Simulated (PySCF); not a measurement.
sulfur atom (S), triplet; PBE/pcseg-1 (PySCF).

Here is a job for PySCF.
```python
from pyscf import gto, scf, dft

mol = gto.Mole()
mol.atom = '''
    S     0.00000000    0.00000000    0.00000000
'''
mol.basis = 'pcseg-1'
mol.spin = 2
mol.verbose = 4
mol.build()

mf = dft.UKS(mol)
mf.xc = 'pbe'
mf.kernel()
```

### Question
Predict the main parts of the log of this PySCF run.

### Answer

```
PySCF version 2.14.0

[INPUT] verbose = 4
[INPUT] num. atoms = 1
[INPUT] num. electrons = 16
[INPUT] charge = 0
[INPUT] spin (= nelec alpha-beta = 2S) = 2
[INPUT] symmetry False subgroup None
[INPUT] Mole.unit = angstrom
[INPUT] Symbol           X                Y                Z      unit          X                Y                Z       unit  Magmom
[INPUT]  1 S      0.000000000000   0.000000000000   0.000000000000 AA    0.000000000000   0.000000000000   0.000000000000 Bohr   0.0

nuclear repulsion = 0
number of shells = 3
number of NR pGTOs = 44
number of NR cGTOs = 18
basis = pcseg-1
ecp = {}

******** <class 'pyscf.dft.uks.UKS'> ********
method = UKS
initial guess = minao
damping factor = 0
level_shift factor = 0
DIIS = <class 'pyscf.scf.diis.CDIIS'>
diis_start_cycle = 1
diis_space = 8
diis_damp = 0
SCF conv_tol = 1e-09
SCF conv_tol_grad = None
SCF max_cycles = 50
direct_scf = True
direct_scf_tol = 1e-13
number electrons alpha = 9  beta = 7
XC library pyscf.dft.libxc version 7.1.2
    S. Lehtola, C. Steigemann, M. J. T. Oliveira, and M. A. L. Marques,  SoftwareX 7, 1–5 (2018)
XC functionals = pbe
    J. P. Perdew, K. Burke, and M. Ernzerhof,  Phys. Rev. Lett. 77, 3865 (1996)
    J. P. Perdew, K. Burke, and M. Ernzerhof,  Phys. Rev. Lett. 78, 1396 (1997)
    J. P. Perdew, K. Burke, and M. Ernzerhof,  Phys. Rev. Lett. 77, 3865 (1996)
    J. P. Perdew, K. Burke, and M. Ernzerhof,  Phys. Rev. Lett. 78, 1396 (1997)
radial grids:
    Treutler-Ahlrichs [JCP 102, 346 (1995); DOI:10.1063/1.469408] (M4) radial grids

becke partition: Becke, JCP 88, 2547 (1988); DOI:10.1063/1.454033
pruning grids: <function nwchem_prune>
grids dens level: 3
symmetrized grids: False
atomic radii adjust function: <function treutler_atomic_radii_adjust>
small_rho_cutoff = 0
Set gradient conv threshold to 3.16228e-05
tot grids = 18880
init E= -397.860372527965

cycle= 1 E= -397.913518760555  delta_E= -0.0531  |g|= 0.0523  |ddm|= 0.956
cycle= 2 E= -397.915904020041  delta_E= -0.00239  |g|= 0.014  |ddm|= 0.12
cycle= 3 E= -397.91601849311  delta_E= -0.000114  |g|= 0.00698  |ddm|= 0.0485
cycle= 4 E= -397.916058872323  delta_E= -4.04e-05  |g|= 0.00051  |ddm|= 0.0175
cycle= 5 E= -397.916059100306  delta_E= -2.28e-07  |g|= 1.23e-06  |ddm|= 0.00126
cycle= 6 E= -397.916059100308  delta_E= -1.82e-12  |g|= 1.06e-07  |ddm|= 4.8e-06
Extra cycle  E= -397.916059100308  delta_E= 5.68e-14  |g|= 6.68e-08  |ddm|= 6.76e-07
converged SCF energy = -397.916059100308  <S^2> = 2.0022099  2S+1 = 3.0014729
```
